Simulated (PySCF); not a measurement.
From computed data to an observable: dipole moment from atomic charges

dibromo(fluoro)methane (CHBr₂F), SMILES FC(Br)Br. Atoms are numbered in the order given.

```xyz
5

F     -0.2144     1.8478     0.0000
C      0.4161     0.6766     0.0000
Br    -0.0296    -0.3073     1.6005
Br    -0.0296    -0.3073    -1.6005
H      1.5031     0.8246     0.0000
```
Charge 0, spin multiplicity 1.

Coordinates come from a PBE0-D3(BJ)/def2-SVP optimisation.

Charges (e) from PBE/def2-TZVPD (PySCF):

| atom | IAO | ESP fit |
|---|---|---|
| F1 | -0.236 | 0.022 |
| C2 | 0.050 | -0.320 |
| Br3 | 0.001 | 0.016 |
| Br4 | 0.001 | 0.016 |
| H5 | 0.185 | 0.266 |

The dipole moment of the full density is 1.06 D.

Problem. What dipole moment does each set of point charges give, and which comes closer to that of the density?

Solution. 
μ = Σ q r, and 1 e Å = 4.8032 D.
IAO: Σ q r = (0.349, -0.250, 0.000) e Å, |μ| = 2.06 D.
ESP fit: Σ q r = (0.261, 0.034, 0.000) e Å, |μ| = 1.26 D.
ESP fit comes closer in size. Point charges leave out the atoms' own dipoles (lone pairs, polarised bonds); fits to the potential absorb them, partitions of the density don't.
